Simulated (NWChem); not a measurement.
Molecule: SbF$_{4}$, doublet; SMILES [F][Sb]([F])([F])[F]

Program: NWChem. Spin-unrestricted. In the optimisation the excess spin sits in a1 (C2v, its own frame). This spin state was assumed; another may lie lower. def2 effective core potentials on Sb; no spin-orbit coupling. Each level has its own optimisation; frequencies are unscaled.

```json
[
 {"level": "UHF/3-21G (all-electron, non-relativistic)", "highest harmonic frequency (cm⁻¹)": "809", "lowest (cm⁻¹)": "120", "zero-point energy (kcal/mol)": "5.7"},
 {"level": "B3LYP/3-21G (all-electron, non-relativistic)", "highest harmonic frequency (cm⁻¹)": "[?]", "lowest (cm⁻¹)": "[?]", "zero-point energy (kcal/mol)": "4.9"},
 {"level": "PBE0/def2-SVP (core potentials)", "highest harmonic frequency (cm⁻¹)": "681", "lowest (cm⁻¹)": "99", "zero-point energy (kcal/mol)": "4.8"}
]
```

**Question.** Fill in the missing entries.

**Answer.** 
- B3LYP/3-21G (all-electron, non-relativistic), highest harmonic frequency (cm⁻¹): 710
- B3LYP/3-21G (all-electron, non-relativistic), lowest (cm⁻¹): 104
